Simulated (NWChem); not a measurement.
TiF4; SMILES [F][Ti]([F])([F])[F]

```xyz
5

Ti     0.0000     0.0000     0.0000
F      1.1346     0.8133    -1.0149
F      0.8383    -1.0923     1.0405
F     -1.1180    -0.8798    -0.9768
F     -0.8550     1.1588     0.9511
```
Atoms are numbered in this order, from 1.

Level: PBE0/def2-SVP (NWChem), optimised geometry, unscaled harmonic frequencies. 

```
frequency (cm⁻¹)  IR intensity (km/mol)
----------------  ---------------------
195                                 0.0
195                                 0.0
222                                20.4
222                                20.4
222                                20.4
752                                 0.0
852                               239.0
852                               239.0
852                               239.0
```

```json
{
  "zero_point_energy": "6.2 kcal/mol",
  "thermal correction to the enthalpy at 298.15 K (with zero-point energy)": "10.5 kcal/mol",
  "heat capacity Cv": "17.5 cal/(mol K)",
  "entropy at 298.15 K and 1 atm (symmetry number 12)": "72.8 cal/(mol K)",
  "dipole_moment": "0.00 D"
}
```

Rigid rotor and harmonic oscillator.
